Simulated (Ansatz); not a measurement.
Species: H₂InO, SMILES `[OH][InH]` (H–O–In–H torsion 180°) (charge 0, multiplicity 2), formula H$_{2}$InO.

**Question.** How many basis functions does frozen-core CCSD(T)/def2-TZVPP // B3LYP-D3(BJ)/def2-TZVP run with Ansatz (a quantum-chemistry and plane-wave program) use, how many core orbitals are frozen, and how many electrons are correlated?

**Answer.** 109 basis functions and 5 frozen orbitals, which leaves 21 correlated electrons (filled d shells below the valence shell are correlated). Core time is of the order of seconds.
